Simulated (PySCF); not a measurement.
# TDDFT excited states: C4H7FO2S

Compound: C₄H₇FO₂S.
SMILES: `CO[C@@H]1[C@@H](F)C[S@@]1=O`

Theory: PySCF 2.14.0, density-fitted response routines, TDDFT B3LYP/def2-SVPD, vertical, gas phase, core orbitals frozen in the response. The structure is a single GFN2-xTB conformer in the gas phase; no vibrational or solvent corrections. Torsions of this conformer, `[CH3:1][O:2][C@@H:3]1[C@@H:4]([F:5])[CH2:6][S@@:7]1=[O:8]`: C1–O2–C3–C4 176°.

Question: List the vertical singlet excitations with oscillator strengths and describe the spectrum.

Answer: 

```csv
state,λ (nm),E (eV),f,"main configurations (H = HOMO, L = LUMO)"
S1,245.0,5.06,0.015,H→L (89%)
S2,232.8,5.33,0.033,H→L+1 (82%)
S3,210.7,5.88,0.035,H→L+2 (88%)
S4,206.5,6.00,0.0070,"H-1→L+1 (61%), H-1→L (32%)"
S5,200.7,6.18,0.016,"H-1→L (36%), H-1→L+1 (24%), H→L+3 (22%)"
S6,190.3,6.51,0.023,"H→L+3 (55%), H→L+4 (34%)"
S7,189.3,6.55,0.052,"H→L+4 (58%), H→L+3 (14%), H-1→L (12%)"
S8,183.8,6.74,0.0088,"H-1→L+2 (74%), H→L+5 (14%)"
```

Triplets (Tamm–Dancoff): T1 4.36 eV, H→L (74%), H→L+1 (20%); T2 4.74 eV, H→L+1 (70%), H→L (17%); T3 5.21 eV, H-1→L (78%).

The lowest singlet lies at 5.06 eV (245 nm, ultraviolet) and is weak; its leading configuration is HOMO→LUMO (89%). The strongest level in the table is S7 at 6.55 eV (189 nm, f = 0.052). Löwdin shares by element: HOMO oxygen 48%, sulfur 28%, carbon 10% or more; LUMO sulfur 42%, carbon 22% or more, oxygen 10% or more (atoms not listed hold the other 26%). The listed states span 1.68 eV, and the widest gap between neighbours is 0.56 eV (S2 to S3). The oscillator strengths of these states sum to 0.190; summed over the whole spectrum of an exact calculation they would give the number of electrons, 72 (Thomas–Reiche–Kuhn). Orbital energies (eV): HOMO-3 -9.69, HOMO-2 -8.85, HOMO-1 -7.47, HOMO -6.65, LUMO -0.48, LUMO+1 -0.25, LUMO+2 0.21. The window holds the lowest 8 singlets.

Time: 50 s wall. Hardware: Arm Neoverse V1, one thread, on a shared host.
